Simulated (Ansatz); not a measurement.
Basis-set extrapolation for C2H6FMgN, SMILES `C[N](C)[Mg][F]` (PBE0-D4/def2-TZVP geometry, frozen core, Ansatz). Multiplicity 1, RHF reference. For Mg the program correlates outer-core shells too, which these sets cover unevenly, so the extrapolated numbers aren't a true limit.

```csv
,def2-TZVPP,def2-QZVPP
HF,-432.881401,-432.903166
MP2 correlation,-1.023516,-1.126479
CCSD(T) correlation,-1.088607,not run
```

Energies in hartree. Use E(X) = E(∞) + A·exp(−7.88·√X) for Hartree–Fock and E(X) = E(∞) + B·X^(−2.97) for correlation, with X = 3 and 4, and add CCSD(T) minus MP2 of the smaller set to the MP2 limit.

Question: What is the CCSD(T) energy at the basis-set limit?

Answer: HF limit: -432.903166 + (-0.021765) × 0.13774 = -432.90616. MP2 limit: -1.126479 + (-0.102963) × 0.74074 = -1.20275. Higher-order term: -1.088607 − (-1.023516) = -0.06509. Total: -434.17400 hartree, 535.6 kJ/mol below CCSD(T)/def2-TZVPP.
